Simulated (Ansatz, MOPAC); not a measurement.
Complex: H2O (SMILES O) (first 3 atoms) with CH3F (SMILES CF); geometry from B3LYP-D3(BJ)/def2-TZVP, rigid monomers moved along the line of their centres of mass till H3···F5 is 2.80 Å.
(charge 0, multiplicity 1):
```xyz
8

O     -0.121    -0.063     0.583
H      0.008     0.637    -0.064
H     -0.480     0.372     1.367
C      0.482    -0.246     4.606
F     -0.454     0.693     4.147
H     -0.050    -0.999     5.187
H      0.964    -0.695     3.739
H      1.208     0.276     5.229
```

Interaction energies are E(AB) − E(A) − E(B) at the monomers' geometry in the complex; basis-set methods are counterpoise corrected.

Frozen-core correlation. CBS: X⁻³ extrapolation of the correlation energy, Hartree–Fock from the larger set. The state reached by PM7 isn't checked; PM7 holds dispersion and hydrogen-bond terms.

Programs: Ansatz (Gaussian orbitals); MOPAC for PM7 (differences of heats of formation). Each number belongs to the level named beside it.

Predict the interaction energy from PM7.

-55 meV

What is the computed interaction energy (CCSD/aug-cc-pVDZ)?

-87 meV

Give the interaction energy at the level MP2/CBS(aug-cc-pVDZ, aug-cc-pVTZ) + ΔCCSD(T)/aug-cc-pVDZ.

-93 meV

Ansatz is a quantum-chemistry and plane-wave program.
